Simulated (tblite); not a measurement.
Compound: C6H3ClF (doublet state).
Atom-mapped SMILES: `[F:1][c:2]1[c:3][cH:4][cH:5][c:6]([Cl:7])[cH:8]1` (hydrogens: H9 on C4; H10 on C5; H11 on C8)

Computed with GFN2-xTB (tblite): harmonic, unscaled wavenumbers at the GFN2-xTB geometry, gas phase. The method is semi-empirical: single wavenumbers can be off by several per cent or more. Open shells enter through the occupations alone, without spin polarisation, and single modes of such species can be off by tens of per cent.

Harmonic wavenumbers (cm⁻¹): 177.8, 213.7, 224.4, 384.4, 391.2, 408.1, 474.2, 531.4, 602.6, 642.4, 788.7, 830.3, 868.1, 887.2, 962.8, 1074.8, 1129.6, 1184.9, 1217.0, 1274.5, 1387.7, 1417.3, 1498.7, 1607.8, 3089.2, 3103.0, 3104.8.

A = 3465, B = 1210, C = 897.0 MHz; mass 128.991 u (most abundant isotopes); point group Cs, symmetry number 1; spin multiplicity 2.

Problem. What is the zero-point energy?

Solution. ½Σν̃ = 14738 cm⁻¹ = 176.31 kJ/mol.

Problem. Give the ideal-gas entropy at 400 K and 1 bar in the rigid-rotor, harmonic-oscillator model (classical rotation).

Solution. Translation 175.57, rotation 124.32, vibration 78.95, spin (R ln 2) 5.76: S = 384.6 J/(mol K).

Problem. And Cp and H(400 K) − H(0)?

Solution. Cp = 137.71 J/(mol K), of which vibrations give 104.45 (their classical limit is 27 R = 224.5); H(400 K) − H(0) = 32.55 kJ/mol without the zero-point energy, 19.25 from vibrations.

Problem. How do the functions run with temperature in this model?

Solution. 
```tsv
T (K)	S (J/(mol K))	Cp (J/(mol K))	H − H(0) (kJ/mol)	G − H(0) (kJ/mol)	ln q(vib)
100	265.8	49.6	3.80	-22.78	0.18
200	309.9	81.5	10.35	-51.64	1.06
300	348.8	111.7	20.04	-84.60	2.31
500	417.7	158.6	47.40	-161.43	5.18
800	501.7	197.5	101.50	-299.86	9.55
1000	547.5	212.2	142.57	-404.90	12.27
```

q(vib) and H(0) count from the zero-point level.

Problem. What must be added to the electronic energy to get the Gibbs energy at 400 K and 1 bar?

Solution. ZPE + [H(400 K) − H(0)] − T·S = 176.31 + 32.55 − 153.84 = 55.02 kJ/mol.

Problem. Which modes carry the vibrational entropy at 400 K?

Solution. 177.8 cm⁻¹: 12.17; 213.7 cm⁻¹: 10.70; 224.4 cm⁻¹: 10.32; 384.4 cm⁻¹: 6.25; 391.2 cm⁻¹: 6.13; 408.1 cm⁻¹: 5.83 J/(mol K); the other 21 give 27.55 together.

Hindered rotation and anharmonicity are outside this model.
